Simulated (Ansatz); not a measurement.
CH4InO2 (`C[O][In][OH]`) radical, relaxed with UKS PBE0-D4/def2-TZVP in Ansatz 0.2.0 from a GFN2-xTB geometry. The force threshold is 0.005 eV/Å; the program also tests the step.

The species carries charge 0 and has multiplicity 2. In: def2 effective core potential.

Start:

```xyz
8

C     0.926    0.468    1.120
O     0.089    0.093    0.094
In   -0.932   -1.595   -0.715
O    -1.888   -0.803   -2.340
H     0.463    1.267    1.712
H     1.892    0.808    0.724
H     1.127   -0.367    1.806
H    -1.677    0.129   -2.401
```

```
         step  energy (eV)  largest force (eV/Å)  largest move (Å)
            1  -10366.3807                 1.287             0.000
            2  -10366.5164                 0.440             0.111
            3  -10366.5394                 0.211             0.147
            4  -10366.5458                 0.132             0.046
 5 (rejected)  -10366.5445                 0.185             0.043
            6  -10366.5475                 0.017             0.021
            7  -10366.5481                 0.015             0.036
            8  -10366.5482                 0.013             0.012
            9  -10366.5490                 0.046             0.062
10 (rejected)  -10366.5337                 0.769             0.196
           11  -10366.5524                 0.023             0.098
           12  -10366.5540                 0.116             0.057
           13  -10366.5548                 0.308             0.084
           14  -10366.5574                 0.121             0.034
           15  -10366.5610                 0.008             0.098
16 (rejected)  -10366.5537                 0.522             0.019
           17  -10366.5612                 0.007             0.009
           18  -10366.5622                 0.150             0.095
           19  -10366.5629                 0.076             0.033
           20  -10366.5631                 0.029             0.041
           21  -10366.5633                 0.009             0.020
           22  -10366.5633                 0.017             0.018
           23  -10366.5633                 0.005             0.007
```

End:

```xyz
8

C     0.888    0.436    1.173
O    -0.044    0.310    0.139
In   -0.321   -1.272   -1.085
O    -1.796   -0.921   -2.396
H     0.757    1.426    1.629
H     1.926    0.372    0.823
H     0.750   -0.310    1.966
H    -2.161   -0.041   -2.248
```

Hardware: 4 threads of a server CPU on a shared host. Wall time 81 s, peak host memory 0.46 GiB.
